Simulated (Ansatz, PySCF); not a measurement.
Barrier from R1 to the saddle point P1, each structure at its B3LYP-D3(BJ)/def2-TZVP stationary point, reached from a drawn start; harmonic modes at that level show the others as minima.
R1, NH3 (SMILES N) (charge 0, multiplicity 1):
```xyz
4

N      0.000     0.000     0.279
H      0.943     0.000    -0.093
H     -0.471     0.816    -0.093
H     -0.471    -0.816    -0.093
```
P1, H3N, a first-order saddle point (one imaginary mode, 800i cm⁻¹) (charge 0, multiplicity 1):
```tsv
atom	x (Å)	y (Å)	z (Å)
N	0.0000	0.0000	0.0000
H	0.9974	0.0000	0.0000
H	-0.4987	0.8638	0.0000
H	-0.4987	-0.8638	0.0000
```

P less R. No zero-point or thermal terms. No path was followed down from the saddle.

Correlated levels freeze the cores.

Programs: Ansatz (Gaussian basis) for Hartree–Fock, density functionals and correlated methods; PySCF for M06-2X and the D3/D4 terms. All values are computed, each at the level named.

Task: One of these levels gives 4.86 kcal/mol for the barrier height. Which one is it?
(A) MP2/cc-pVQZ
(B) M06-2X/def2-TZVPP
(C) MP2/cc-pVDZ
(D) CAM-B3LYP-D3(BJ)/def2-TZVPP

Result: B, M06-2X/def2-TZVPP. The others give 4.29 (CAM-B3LYP-D3(BJ)/def2-TZVPP), 7.84 (MP2/cc-pVDZ), 5.34 (MP2/cc-pVQZ)

Ansatz is a program for electronic structure.
